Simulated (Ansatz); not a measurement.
Two structures of SiHBrF2, closed shell, reached by relaxing down either side of one saddle point (PBE0-D4/def2-TZVP). Energies are electronic, without zero-point energy. Ansatz 0.2.0; basis: def2-TZVPP and def2-QZVPP; cores frozen in the correlated methods. Filled d shells of the heavier atoms are correlated. The def2 sets are not built for correlating such inner shells, so the correlated values are less sure here. Extrapolation: Hartree–Fock as exp(−7.88 √X), correlation as X^−2.97. First:

```
5
angstrom
Si -0.1238 0.0201 -0.0232
Br 2.0082 -0.3718 -0.2775
H -0.8240 0.0542 -1.3107
F -0.3106 1.3996 0.7192
F -0.7498 -1.1020 0.8922
```

Second:

Si1  (-1.221, 0.249, 0.455)
Br2  (1.637, -0.361, -0.942)
H3  (1.050, -0.334, -2.238)
F4  (-0.516, 1.433, 1.280)
F5  (-0.950, -0.986, 1.445)
(Å)

**Question.** Which bonds change from the first to the second?

**Answer.** SiHBrF₂ ([F][SiH]([F])[Br]) → SiF₂ + HBr; bonds formed: Br2–H3; bonds broken: Si1–Br2, Si1–H3.

**Question.** Give the saddle point's structure and its height above each. (To be estimated.)

**Answer.** The calculation gives: 303.5 kJ/mol above the first and 70.8 kJ/mol above the second (CCSD(T) at an estimated basis limit (MP2 extrapolated from triple and quadruple zeta, plus CCSD(T) − MP2 in triple zeta)).
| atom | x (Å) | y (Å) | z (Å) |
| --- | --- | --- | --- |
| Si1 | -0.6765 | 0.1274 | 0.0884 |
| Br2 | 1.7934 | -0.3782 | -0.8711 |
| H3 | 0.1213 | -0.1034 | -1.2998 |
| F4 | -0.3958 | 1.4148 | 0.9633 |
| F5 | -0.8423 | -1.0606 | 1.1193 |

The T1 diagnostic stays at or below 0.013. The restricted Hartree–Fock reference is unstable towards an unrestricted one at one or more of these structures.

Losses and insertions of silylenes and their heavier kin drive the gas-phase chemistry of silicon and germanium vapour deposition.

Labels in which every atom is bracketed show which atoms are joined, not bond orders.

For scale, one of the runs: CCSD(T)/def2-TZVPP, 166 basis functions, launched by `ansatz run in.yaml --threads 4 --pin off --events-out ev --progress --plain --max-ram 9574MiB`. Time: 39 s of wall clock on 4 CPU threads of an Arm Neoverse V1; the host was shared. Peak host memory: 1.4 GiB.
